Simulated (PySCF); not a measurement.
Species: C8H7O2P.
Numbering: `[CH3:1][O:2][c:3]1[cH:4][cH:5][c:6]([P:7]=[C:8]=[O:9])[cH:10][cH:11]1`

Geometry (GFN2-xTB, Å), atoms numbered from 1 in this order:
```
atom  x, y, z in Å
C1    -3.197   -0.414    0.044
O2    -2.215   -0.209    1.031
C3    -0.906   -0.266    0.672
C4     0.018   -0.052    1.697
C5     1.369   -0.084    1.437
C6     1.834   -0.332    0.147
P7     3.651   -0.389   -0.092
C8     3.679   -0.020   -1.692
O9     3.843    0.242   -2.813
C10    0.916   -0.563   -0.870
C11   -0.442   -0.523   -0.615
H12   -4.152   -0.317    0.557
H13   -3.122   -1.414   -0.395
H14   -3.134    0.338   -0.748
H15   -0.353    0.140    2.692
H16    2.075    0.086    2.237
H17    1.255   -0.778   -1.873
H18   -1.128   -0.702   -1.428
```

Definitions: NICS(0) = −σiso at the ring centroid; NICS(1) = −σiso and NICS(1)zz = −σzz at ±1 Å along the ring normal z. Level: GIAO PBE0/pcSseg-1 (PySCF, non-relativistic, gas phase) on the GFN2-xTB geometry, one conformer.

Ring bond lengths (Å), with Mayer bond orders in brackets: C3–C4 1.397 (1.38), C4–C5 1.376 (1.50), C5–C6 1.394 (1.39), C6–C10 1.389 (1.36), C10–C11 1.383 (1.47), C11–C3 1.392 (1.35).

Question: Give the NICS values of each ring in ppm.

Answer: 
```csv
ring,type,NICS(0),"NICS(1), two faces","NICS(1)zz, two faces",rms pucker (Å),"centre to ring atoms, mean (Å)"
C3–C4–C5–C6–C10–C11,6-membered carbocycle; formal bonds all aromatic,-8.5,-10.4 / -10.3,-25.2 / -24.8,0.00,1.39
```

Question: What do they say, and how far can they be read as aromaticity?

Answer: 
- C3–C4–C5–C6–C10–C11: mean NICS(1)zz -25.0 ppm, shielded. For a flat ring without four-coordinate atoms the NICS criterion counts such a value as aromatic.

Question: How equal are the bonds by HOMA? HOMA = 1 − mean of α(R − Ropt)² over the ring bonds, with Krygowski's 1993 parameters (CC: Ropt 1.388 Å, α 257.7 Å⁻²).

Answer: 
- C3–C4–C5–C6–C10–C11: HOMA 0.99 = 1 − EN − GEO, with mean bond length 1.389 Å, EN = α(Ropt − mean)² = 0.000 and GEO = α × variance = 0.013. The geometric and the magnetic index point the same way.

Question: What field does 9.4 T along the ring normal induce along that normal at the first NICS(1) probe listed for ring C3–C4–C5–C6–C10–C11, 1 Å off the ring?

Answer: NICSzz × B0 = -25.2 ppm × 9.4 T = -237 μT, against the applied field.

Question: Give the inner angles of the rings and the Hirshfeld charges of the ring atoms.

Answer: 
- C3–C4–C5–C6–C10–C11: C3 119.1° (+0.078 e), C4 120.5° (-0.064 e), C5 120.5° (-0.051 e), C6 119.1° (-0.060 e), C10 120.6° (-0.055 e), C11 120.3° (-0.073 e); sum 720.0° against 720° for a flat convex ring.

Question: What are the shieldings of the ring atoms and their hydrogens in the same run (means over atoms taken as equivalent)?

Answer: 
| atoms | environment | σ isotropic (ppm) | principal values of the symmetric part, first atom (ppm) |
| --- | --- | --- | --- |
| C3 | aromatic carbon bearing oxygen | 20.0 | -58.9, 2.6, 116.3 |
| C4 (×2) | aromatic CH carbon | 66.7 | -29.7, 49.4, 162.8 |
| C5 (×2) | aromatic CH carbon | 46.3 | -71.7, 46.2, 162.1 |
| C6 | substituted aromatic carbon | 72.0 | -31.7, 79.2, 168.6 |
| H15 (×2) | aromatic hydrogen | 24.70 | 20.5, 24.6, 28.1 |
| H16 (×2) | aromatic hydrogen | 24.15 | 20.0, 23.4, 29.3 |
